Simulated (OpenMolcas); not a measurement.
**Si³⁺: CASPT2 settings compared**

```json
{"Program": "OpenMolcas", "Basis": "ANO-RCC-VQZP [6s5p3d2f1g]", "Scalar Hamiltonian": "DKH2, point nucleus", "Active space": "1 electron in 8 orbitals (3s 3p 4s 4p)", "State averaging": "2S+1 = 2 even, 1 root; 2S+1 = 2 odd, 3 roots", "Spin-orbit coupling": "state interaction with AMFI integrals over the reference wave functions, term energies averaged over their components"}
```

Methods on the same reference wave functions:
A. CASSCF
B. SS-CASPT2, IPEA 0.1 Eh, sigma1 regulariser 0.2 Eh (closed shells correlated: 2s 2p)
C. SS-CASPT2, IPEA 0.6 Eh, real shift 0.5 Eh (closed shells correlated: 2s 2p)
D. XMS-CASPT2, IPEA 0.5 Eh, real shift 0.3 Eh (closed shells correlated: 2s 2p)

Energies in cm-1 above 3s 2S 1/2, the measured ground level; measured values from NIST levels in Kelleher and Podobedova, J. Phys. Chem. Ref. Data 37, 1285 (2008).

| Level | A | B | C | D | Measured |
| --- | --- | --- | --- | --- | --- |
| 3s 2S 1/2 | 0.0 | 0.0 | 0.0 | 0.0 | 0.0 |
| 3p 2P* 1/2 | 70702 | 71058 | 71055 | 71014 | 71288 |
| 3p 2P* 3/2 | 71083 | 71439 | 71436 | 71395 | 71749 |

Deviations, from unrounded energies. A percentage is the sum of absolute deviations over the sum of measured energies, with the sign that they share, or ± where signs differ.

```json
{"Against measurement": "mean absolute deviation (cm-1)", "Levels": "2", "A": "630", "B": "270", "C": "270", "D": "310"}
{"Against measurement": "other configurations (%)", "Levels": "2", "A": "-0.9", "B": "-0.4", "C": "-0.4", "D": "-0.4"}
```

B, C lie about equally close to measurement and A furthest from it. The largest miss of B in the table is 3p 2P* 3/2, by -310 cm-1. The ranking rests on the paired levels alone, and a cruder setting can come out closer through cancelling errors.

Among B to D the level of the table that moves most is 3p 2P* 1/2, by 44 cm-1 (lowest in D, highest in B).

The lowest spin-free term lies below A's lowest term by 0.051 hartree in B, 0.050 hartree in C, 0.051 hartree in D.

With one active electron outside closed inactive shells, the extra shells (4p 4s) add no correlation to the reference. With one active electron the reference holds no correlation, so core polarisation is missing (holds for A). With one active electron, CASPT2 adds the correlation within the correlated inactive shells and between them and that electron, and leaves the splitting within a term as the reference gives it (holds for B; C; D). Computed and measured levels are paired by configuration, term and J; levels that our copy of the source lacks, or whose pairing is in doubt (as where it misses far off the trend of its configuration), stay unpaired and out of the deviations. Only configurations of the active space appear.

* marks odd parity.
